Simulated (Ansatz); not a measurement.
Level of theory: frozen-core CCSD(T)/cc-pVTZ // B3LYP-D3(BJ)/def2-TZVP (Ansatz, a first-principles code).

Ansatz 0.2 input:
```yaml
crystal:
  periodic: [false, false, false]
  atoms:
    - { symbol: C, position_ang: [-2.050885, -1.008899, 0.008203] }
    - { symbol: C, position_ang: [-1.087781, -1.1606, 0.904452] }
    - { symbol: C, position_ang: [0.203832, -0.408741, 0.915092] }
    - { symbol: O, position_ang: [0.280954, 0.503261, -0.163878] }
    - { symbol: Si, position_ang: [1.570127, 1.486436, -0.444589] }
    - { symbol: H, position_ang: [-1.952187, -0.299095, -0.801871] }
    - { symbol: H, position_ang: [-2.962307, -1.589121, 0.062485] }
    - { symbol: H, position_ang: [-1.196804, -1.875199, 1.715313] }
    - { symbol: H, position_ang: [1.038146, -1.122973, 0.867144] }
    - { symbol: H, position_ang: [0.302949, 0.126249, 1.87032] }
    - { symbol: H, position_ang: [2.805178, 0.690145, -0.659157] }
    - { symbol: H, position_ang: [1.243365, 2.266733, -1.653684] }
    - { symbol: H, position_ang: [1.805421, 2.391813, 0.708846] }
basis:
  gaussian: { orbitals: cc-pVTZ }
correlation:
  method: ccsd_t
```

Output:

```
Functional definition: HF
1515 factors; integrals over basis functions are off by at most 1.3e-3 eV
mean field evaluation 1: about -13115.6792 eV, gradient 3.9e1 eV
mean field evaluation 2: about -13116.0132 eV, gradient 3.9e1 eV
mean field evaluation 4: about -13119.7769 eV, gradient 5.1e0 eV
mean field evaluation 8: about -13119.8481 eV, gradient 2.1e-1 eV
mean field evaluation 16: about -13115.6783 eV, gradient 3.9e1 eV
mean field -13119.84838344 eV, -482.1455351387 hartree, gradient 2.0e-6 eV, S^2 0.000000; 0 other end points of the search recorded, 0 dependent functions left out
9 core orbitals not correlated
reference -13119.84838344 eV, -482.1455351387 hartree; 15, 15 occupied and 242, 242 virtual orbitals, 1515 factors
second order -23.36381846 eV of doubles, -0.00000000 eV of singles
cycle   1  -23.95286357 eV  change   -5.9e-1 eV  update   1.1e-1
cycle   2  -24.59101210 eV  change   -6.4e-1 eV  update   3.2e-2
cycle   3  -24.72312175 eV  change   -1.3e-1 eV  update   1.5e-2
cycle   4  -24.71249529 eV  change    1.1e-2 eV  update   3.8e-3
cycle   5  -24.71314438 eV  change   -6.5e-4 eV  update   1.5e-3
cycle   6  -24.71381953 eV  change   -6.8e-4 eV  update   3.6e-4
cycle   7  -24.71367424 eV  change    1.5e-4 eV  update   1.4e-4
cycle   8  -24.71364967 eV  change    2.5e-5 eV  update   4.1e-5
cycle   9  -24.71367135 eV  change   -2.2e-5 eV  update   1.7e-5
perturbative correction -0.98350602 eV, -0.0361431795 hartree
Total energy: -13145.54556081 eV, -483.0898889890 hartree
```

Cost: very roughly 30 core-minutes.
